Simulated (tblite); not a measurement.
Compound: C3H12NOSi3 (charge -1).
Numbering: `[CH2:1]=[C:2]([CH3:3])[O:4][SiH-:5][N:6]([SiH3:7])[SiH3:8]` (hydrogens: H9, H10 on C1; H11, H12, H13 on C3; H14 on Si5; H15, H16, H17 on Si7; H18, H19, H20 on Si8)

Computed geometry: GFN2-xTB, gas phase.

Task: Give the optimised bond lengths and angles.

Result: 
```csv
bond,length (Å),order
C1=C2,1.339,double
C2–C3,1.505,single
C2–O4,1.311,single
O4–Si5,1.726,single
Si5–N6,1.812,single
"N6–Si7, N6–Si8",1.702,single
C1–H9,1.076,single
C1–H10,1.076,single
"C3–H11, C3–H12, C3–H13",1.088,single
Si5–H14,1.536,single
"Si7–H15, Si7–H16, Si8–H19",1.479,single
"Si7–H17, Si8–H18, Si8–H20",1.469,single
```

Bonds in one row agree within 0.01 Å and their mean is given. Orders are formal, as drawn. A selection of angles:
```csv
angle,degrees
C1–C2–C3,121.4
C1–C2–O4,122.0
C3–C2–O4,116.6
C2–O4–Si5,127.1
O4–Si5–N6,94.7
Si5–N6–Si7,125.2
Si5–N6–Si8,103.2
Si7–N6–Si8,130.9
```

Torsions: C1–C2–O4–Si5 172° (antiperiplanar); C2–O4–Si5–N6 176° (antiperiplanar); O4–Si5–N6–Si7 -13° (synperiplanar). The mirror-image conformer, all signs reversed, is as good.

N6 (nitrogen bridging silicon atoms) is planar (angles 130.9°, 125.2° and 103.2°, sum 359.3°, 0.08 Å off the plane of its three neighbours). The 3 N–Si bonds span 1.702 Å (N6–Si8, drawn single) to 1.812 Å (Si5–N6, drawn single), a spread of 0.110 Å. C2 (vinylic carbon bearing oxygen) is planar (angles 122.0°, 121.4° and 116.6°, sum 360.0°, 0.00 Å off the plane of its three neighbours). The 2 C–C bonds span 1.339 Å (C1=C2, drawn double) to 1.505 Å (C2–C3, drawn single), a spread of 0.166 Å. Of the pairs four or more bonds apart, Si5···H11 is among the closest relative to their van der Waals radii: 2.78 Å, 84 % of the sum of Bondi's values. Si7 (SiH3 silicon) is distorted tetrahedral (angles from 106.0° to 114.9°). C1 (terminal =CH2 carbon) is planar (angles 121.5°, 121.1° and 117.4°, sum 360.0°, 0.00 Å off the plane of its three neighbours).

Point group: C1 (no symmetry element, even within 0.4 Å). Its GFN2-xTB frequencies are all real (lowest 22 cm⁻¹). 3 starts were optimised and ended at 0.00, 0.26 and 4.52 kcal/mol (GFN2-xTB); the lowest of these is shown.
